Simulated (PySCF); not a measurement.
1,1,2-trichloro-2-fluoroethene (C2Cl3F), SMILES FC(Cl)=C(Cl)Cl. Atoms are numbered in the order given.

```xyz
6

F      1.9028    -0.6958     0.0000
C      0.5808    -0.6544     0.0000
Cl    -0.1657    -2.1995     0.0000
C     -0.0832     0.5157     0.0000
Cl    -1.8047     0.6075     0.0000
Cl     0.7874     2.0093     0.0000
```

Coordinates come from a B3LYP-D3(BJ)/def2-SVP optimisation.

The numbers are results of PBE/def2-TZVP (PySCF), not measurements.

Symmetry labels are those of the subgroup Cs that the program uses (full group Cs).

Problem. List the valence orbital energies around the gap with their symmetry. (The exact figures need the calculation; the answer reports its results.)

Solution. 
| orbital | symmetry | energy (eV) |
|---|---|---|
| HOMO−7 | A' | -10.34 |
| HOMO−6 | A" | -10.18 |
| HOMO−5 | A" | -9.00 |
| HOMO−4 | A' | -8.80 |
| HOMO−3 | A' | -8.59 |
| HOMO−2 | A" | -8.33 |
| HOMO−1 | A' | -7.79 |
| HOMO | A" | -6.13 |
| LUMO | A" | -1.65 |
| LUMO+1 | A' | -1.46 |
| LUMO+2 | A' | -1.22 |
| LUMO+3 | A' | -0.09 |
